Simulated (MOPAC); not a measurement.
MOPAC input (MNDO):

```
MNDO PRECISE GNORM=0.05 LET XYZ CHARGE=-1 GEO-OK AUX(PRECISION=9) THREADS=1
C2H5GeO2

C     2.69632600 1    0.26520300 1   -0.05900100 1
C     1.36091900 1    0.01069500 1   -0.07398100 1
O     0.73475700 1   -1.07213000 1   -0.42679000 1
O     0.44736900 1    0.96162800 1    0.31953600 1
Ge   -1.09693300 1   -0.03594900 1    0.04982200 1
H     3.39216700 1   -0.49866400 1   -0.37293400 1
H     3.06621800 1    1.22645800 1    0.26483100 1
H    -1.48024800 1   -1.17765700 1    1.03339200 1
H    -1.61878800 1   -0.30813700 1   -1.38941900 1
H    -2.05796200 1    1.13700900 1    0.52573700 1
```

From the output:

```
                                                       MOPAC v23.2.5 Linux

          FINAL HEAT OF FORMATION =        -99.49673 KCAL/MOL =    -416.29431 KJ/MOL

          COSMO AREA              =        125.81 SQUARE ANGSTROMS
          COSMO VOLUME            =        114.64 CUBIC ANGSTROMS

          GRADIENT NORM           =          0.04364          =       0.01380 PER ATOM
          IONIZATION POTENTIAL    =          3.295891 EV
          HOMO LUMO ENERGIES (EV) =         -3.296  6.699
          NO. OF FILLED LEVELS    =         15
          MOLECULAR WEIGHT        =        133.6503         POINT GROUP:  Cs

          MOLECULAR DIMENSIONS (Angstroms)

            Atom       Atom       Distance
            H    10    H     6     5.77208
            H     7    H     9     3.54564
            H     8    H     7     2.35725

          SCF CALCULATIONS        =         26

   ATOM   CHEMICAL          X               Y               Z
  NUMBER   SYMBOL      (ANGSTROMS)     (ANGSTROMS)     (ANGSTROMS)

     1       C          2.75291617  *   0.24015789  *  -0.07122704  *
     2       C          1.39392236  *   0.08862889  *  -0.04789308  *
     3       O          0.65972134  *  -0.96807356  *  -0.38515727  *
     4       O          0.47158046  *   0.98967754  *   0.32821548  *
     5      Ge         -1.11396362  *  -0.09516312  *   0.02954603  *
     6       H          3.41778016  *  -0.55266543  *  -0.39377819  *
     7       H          3.24110733  *   1.15943645  *   0.23077810  *
     8       H         -1.55849969  *  -1.15079583  *   1.01788717  *
     9       H         -1.69404763  *  -0.30005565  *  -1.35260062  *
    10       H         -2.06721186  *   1.01669592  *   0.48308583  *

                             CARTESIAN COORDINATES

   1    C        2.752916166     0.240157894    -0.071227040
   2    C        1.393922365     0.088628893    -0.047893078
   3    O        0.659721341    -0.968073556    -0.385157269
   4    O        0.471580465     0.989677535     0.328215480
   5   Ge       -1.113963616    -0.095163118     0.029546028
   6    H        3.417780164    -0.552665432    -0.393778190
   7    H        3.241107332     1.159436448     0.230778102
   8    H       -1.558499692    -1.150795834     1.017887172
   9    H       -1.694047627    -0.300055651    -1.352600619
  10    H       -2.067211861     1.016695920     0.483085831

           Empirical Formula: C2 H5 O2 Ge  =    10 atoms

      MOLECULAR POINT GROUP   :   Cs

                  EIGENVALUES
 -39.28088 -31.12912 -26.12936 -15.35874 -11.90468 -11.28313 -10.81200  -9.72979
  -8.67144  -8.04360  -7.40777  -6.97156  -6.53678  -5.62178  -3.29589   6.69902
   6.72007   7.36626   7.37574   8.06998   9.70114  10.41177  10.95545  12.06838
  12.37008

              NET ATOMIC CHARGES AND DIPOLE CONTRIBUTIONS

  ATOM NO.   TYPE          CHARGE      No. of ELECS.   s-Pop       p-Pop
    1          C          -0.381654        4.3817     1.19986     3.18179
    2          C           0.318146        3.6819     1.19041     2.49145
    3          O          -0.650726        6.6507     1.86883     4.78190
    4          O          -0.642786        6.6428     1.86010     4.78269
    5         Ge           1.837231        2.1628     0.79001     1.37276
    6          H           0.016944        0.9831     0.98306
    7          H           0.016468        0.9835     0.98353
    8          H          -0.490662        1.4907     1.49066
    9          H          -0.490662        1.4907     1.49066
   10          H          -0.532300        1.5323     1.53230
 DIPOLE           X         Y         Z       TOTAL
 POINT-CHG.    -3.196    -0.395     0.041     3.221
 HYBRID         0.254     0.035    -0.002     0.256
 SUM           -2.943    -0.360     0.039     2.965

          ATOMIC ORBITAL ELECTRON POPULATIONS

     Atom    s        px        py        pz
    1  C   1.19986   0.84810   0.95448   1.37922
    2  C   1.19041   0.88487   0.78501   0.82157
    3  O   1.86883   1.48401   1.49106   1.80682
    4  O   1.86010   1.36578   1.59825   1.81866
    5 Ge   0.79001   0.48766   0.43236   0.45274
    6  H   0.98306
    7  H   0.98353
    8  H   1.49066
    9  H   1.49066
   10  H   1.53230

 **********************
 *                    *
 * JOB ENDED NORMALLY *
 *                    *
 **********************

 == MOPAC DONE ==
```

The dipole moment of an ion depends on the origin.

The geometry given is a B3LYP-D3(BJ)/def2-TZVP minimum.
